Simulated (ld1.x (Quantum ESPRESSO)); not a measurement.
**B, PAW: configuration errors across variants**

| Property | Result |
| --- | --- |
| Element | B (Z = 5) |
| Generator | ld1.x (Quantum ESPRESSO) 7.5 |
| Type | PAW |
| Functional | PBE |
| Relativity | scalar-relativistic |
| Frozen core | none |
| Valence charge | 5 |
| Reference configuration | 1s2 2s1 2p2 |
| Partial waves | 1s (bound): rcut 0.50, rcutus 0.65 bohr; 2s (bound): rcut 0.50, rcutus 0.65 bohr; 2p (bound): rcut 2.90, rcutus 3.65 bohr; 2p channel at 3.7 Ry: rcut 2.90, rcutus 3.65 bohr |
| Local potential | all-electron potential smoothed inside 1.65 bohr (lloc = -1) |
| Core correction | none |
| Augmentation charge | PSQ, inside the norm-conserving radii |

All-electron excitation energies from the reference (eV): (1) 1s2 2s2 2p1 -5.851; (2) 1s2 2s2 2p1.3 -6.589; (3) 1s2 2s0 2p3 5.870.

Tests that are not counted but printed errors over 1 eV. “base”: 1s2 2s2 2p0 (solver errors, printed error -248 eV); 1s2 2s1 2p0 (solver errors, printed error -182 eV). “wave 2p channel at 3.7 Ry: rcut 2.90, rcutus 3.65 bohr becomes 2p channel at 7.38 Ry: rcut 2.90, rcutus 3.65 bohr”: 1s2 2s2 2p0.5 (solver errors, printed error -237 eV); 1s2 2s1 2p0 (solver errors, printed error -182 eV); 2 more.

4 further variants failed, have other tests or another functional or relativity, and are left out.

The file “type TM; waves now 1s (bound): rc 0.65 bohr; 2p (bound): rc 3.65 bohr; local potential all-electron potential smoothed inside 0.80 bohr (lloc = -2)” misses its own reference levels by 0.4 eV.

Errors AE − PS in meV (a dash: test not solved or not reliable):

```tsv
change	(1)	(2)	(3)	bound ghosts
base	-0.9	-14	-0.7	none
type TM; waves now 1s (bound): rc 0.65 bohr; 2p (bound): rc 3.65 bohr; local potential all-electron potential smoothed inside 0.80 bohr (lloc = -2)	-443	-439	+390	none
local potential all-electron potential smoothed inside 0.85 bohr (lloc = -2)	-0.6	-9.9	-0.3	none
wave 2p channel at 3.7 Ry: rcut 2.90, rcutus 3.65 bohr becomes 2p channel at 7.38 Ry: rcut 2.90, rcutus 3.65 bohr	-1.8	-23	-2.4	none
```

Question: Give the same row for: waves 2p (bound): rcut 2.90, rcutus 5.20 bohr; 2p channel at 3.7 Ry: rcut 2.90, rcutus 5.20 bohr.

Answer: -2.9, -54, -4.9; bound ghosts: none. Not counted: 1s2 2s2 2p0.5 (solver errors, printed error -261 eV); 1s2 2s2 2p0 (solver errors, printed error -235 eV); 2 more.
